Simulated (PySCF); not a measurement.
CH7AlP2, SMILES [CH3][Al]([PH2])[PH2].

Geometry optimised at TPSSh-D3(BJ)/def2-SVP. The structure was generated by enumeration; whether it is a known compound was not checked. The values are those of a single conformer.

Computed with TPSSh-D3(BJ)/def2-SVP in PySCF.

Frequencies are harmonic and unscaled.

### Question
Estimate the vibrational spectrum. (An estimate is asked for; the answer gives what the named calculation found.)

### Answer

```csv
mode,ν (cm⁻¹),IR (km/mol),Raman (Å⁴/amu),depolarisation,moving atoms (share of kinetic energy)
1,18,0.0,0.4,0.75,H 98 %
2,95,7.7,3.5,0.71,"P 63 %, Al 18 %, H 12 %"
3,111,4.8,0.3,0.75,"H 80 %, P 12 %"
4,135,1.7,2.7,0.75,"H 47 %, C 31 %, P 17 %"
5,141,4.5,2.1,0.22,"H 62 %, Al 29 %"
6,146,9.0,1.1,0.23,"H 55 %, Al 32 %, C 9 %"
7,329,4.7,33.8,0.09,"P 65 %, C 14 %, Al 12 %, H 9 %"
8,451,35.4,1.0,0.75,"H 56 %, P 28 %, Al 16 %"
9,459,22.3,10.4,0.75,"H 47 %, Al 40 %, P 13 %"
10,507,4.3,5.3,0.61,H 89 %
11,555,1.4,2.1,0.75,H 95 %
12,606,26.0,13.9,0.49,"H 59 %, C 28 %, Al 11 %"
13,643,18.2,5.1,0.13,"H 75 %, C 15 %"
14,683,43.9,1.4,0.31,"H 48 %, Al 33 %, C 17 %"
15,715,105.2,1.1,0.74,"H 72 %, C 17 %, Al 10 %"
16,1093,21.8,21.4,0.75,H 97 %
17,1103,24.4,36.1,0.75,H 97 %
18,1227,12.4,1.8,0.03,"H 80 %, C 20 %"
19,1440,0.3,10.5,0.75,H 95 %
20,1444,3.5,8.0,0.70,H 95 %
21,2394,30.4,106.4,0.74,H 97 %
22,2395,41.0,223.0,0.00,H 97 %
23,2410,16.9,37.5,0.75,H 97 %
24,2412,81.7,210.1,0.68,H 97 %
25,3012,5.7,145.7,0.01,H 97 %
26,3093,6.5,98.5,0.70,"H 91 %, C 9 %"
27,3114,6.1,115.9,0.75,"H 91 %, C 9 %"
```
